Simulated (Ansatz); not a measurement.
## Molecular dynamics of HF

The input (input.yaml):

```yaml
accuracy: low
crystal:
  lattice:
    - [5.464789, 0.0, 0.0]
    - [0.0, 5.464789, 0.0]
    - [0.0, 0.0, 5.464789]
  atoms:
    - { symbol: F, position: [1.06538421, 0.62492395, 0.41165765] }
    - { symbol: H, position: [1.17615441, 0.57320711, 0.2848457] }
    - { symbol: F, position: [0.70813107, 0.0612915, 0.26808704] }
    - { symbol: H, position: [0.66551196, 0.01100323, 0.10259901] }
    - { symbol: F, position: [0.38120785, 0.49979933, 1.09023879] }
    - { symbol: H, position: [0.45081495, 0.6258525, 0.98775829] }
    - { symbol: F, position: [0.57194178, 0.87807645, 0.87014899] }
    - { symbol: H, position: [0.50465984, 1.00325694, 0.75205689] }
    - { symbol: F, position: [0.90520561, 0.37520161, 0.7881777] }
    - { symbol: H, position: [0.97276441, 0.45365494, 0.64710088] }
    - { symbol: F, position: [0.42309051, 0.17752351, 0.58733768] }
    - { symbol: H, position: [0.52471571, 0.14978603, 0.43980376] }
basis:
  ecutwfc: 420.0
kpoints:
  mp_grid: { grid: [1, 1, 1] }
hamiltonian:
  xc: pbe
  dispersion: d3bj
scf:
  occupations: { method: fermi_dirac, width: 0.05 }
  lower_state_search: "off"
md:
  timestep: 0.75
  n_steps: 300
  ensemble: nvt_langevin
  temperature: 1000.0
  initial_velocities: maxwell_boltzmann
  seed: 688003
  friction: 0.02
```

Launched with:

```bash
$ ansatz run input.yaml --threads 1 --pin off --max-ram 3072MiB --backend cpu --events-out ev --progress --plain --runs-dir out
```

It starts from a partly relaxed structure (largest force component 0.28 eV/Å).

Output, in part (step lines):

```
md step     0: t =     0.00 fs  T =   916.7 K  F+E_penalty+E_count = -4947.50553872 eV  E_kin = 1.421860 eV  (8 SCF iters)
[... lines left out ...]
```

The steps, from the saved trajectory:

```json
{"time (fs)": "0.0", "T (K)": "917", "potential energy less start (eV)": "0.000"}
{"time (fs)": "7.5", "T (K)": "637", "potential energy less start (eV)": "0.945"}
{"time (fs)": "15.0", "T (K)": "1136", "potential energy less start (eV)": "0.677"}
{"time (fs)": "22.5", "T (K)": "902", "potential energy less start (eV)": "0.929"}
{"time (fs)": "30.0", "T (K)": "1066", "potential energy less start (eV)": "0.723"}
{"time (fs)": "37.5", "T (K)": "855", "potential energy less start (eV)": "0.664"}
{"time (fs)": "45.0", "T (K)": "961", "potential energy less start (eV)": "0.803"}
{"time (fs)": "52.5", "T (K)": "865", "potential energy less start (eV)": "1.174"}
{"time (fs)": "60.0", "T (K)": "1093", "potential energy less start (eV)": "0.858"}
{"time (fs)": "67.5", "T (K)": "813", "potential energy less start (eV)": "1.108"}
{"time (fs)": "75.0", "T (K)": "1019", "potential energy less start (eV)": "1.366"}
{"time (fs)": "82.5", "T (K)": "737", "potential energy less start (eV)": "1.447"}
{"time (fs)": "90.0", "T (K)": "1171", "potential energy less start (eV)": "1.190"}
{"time (fs)": "97.5", "T (K)": "1067", "potential energy less start (eV)": "1.298"}
{"time (fs)": "105.0", "T (K)": "938", "potential energy less start (eV)": "1.445"}
{"time (fs)": "112.5", "T (K)": "927", "potential energy less start (eV)": "1.421"}
{"time (fs)": "120.0", "T (K)": "1041", "potential energy less start (eV)": "0.998"}
{"time (fs)": "127.5", "T (K)": "921", "potential energy less start (eV)": "1.382"}
{"time (fs)": "135.0", "T (K)": "878", "potential energy less start (eV)": "1.417"}
{"time (fs)": "142.5", "T (K)": "803", "potential energy less start (eV)": "1.301"}
{"time (fs)": "150.0", "T (K)": "1208", "potential energy less start (eV)": "0.912"}
{"time (fs)": "157.5", "T (K)": "906", "potential energy less start (eV)": "1.167"}
{"time (fs)": "165.0", "T (K)": "698", "potential energy less start (eV)": "1.367"}
{"time (fs)": "172.5", "T (K)": "821", "potential energy less start (eV)": "1.373"}
{"time (fs)": "180.0", "T (K)": "945", "potential energy less start (eV)": "1.233"}
{"time (fs)": "187.5", "T (K)": "1425", "potential energy less start (eV)": "1.164"}
{"time (fs)": "195.0", "T (K)": "1220", "potential energy less start (eV)": "1.230"}
{"time (fs)": "202.5", "T (K)": "723", "potential energy less start (eV)": "1.762"}
{"time (fs)": "210.0", "T (K)": "1221", "potential energy less start (eV)": "1.417"}
{"time (fs)": "217.5", "T (K)": "1162", "potential energy less start (eV)": "1.599"}
{"time (fs)": "225.0", "T (K)": "925", "potential energy less start (eV)": "1.623"}
```

All steps were run. A run of 0.23 ps of so small a system gives no equilibrium averages. Limits of this set-up: coarse k mesh, low accuracy level.

Mean squared displacements from the first frame to the last, about the centre of mass: F 0.38 Å², H 1.59 Å².

Last frame:

```xyz
12
Lattice="5.4648 0.0000 0.0000 0.0000 5.4648 0.0000 0.0000 0.0000 5.4648" Properties=species:S:1:pos:R:3
F 6.076 2.618 2.491
H 6.423 2.242 1.719
F 4.247 -1.172 1.691
H 2.620 -0.577 0.494
F 1.673 2.191 5.631
H 2.111 2.442 4.824
F 2.417 4.507 5.091
H 2.418 5.744 4.180
F 4.749 1.492 4.834
H 5.372 1.493 4.007
F 1.921 0.649 3.381
H 4.167 -1.992 2.230
```

Time of the run: 3.7 min on 1 thread of Arm Neoverse V1, with other jobs on the host, peak memory 0.29 GiB.
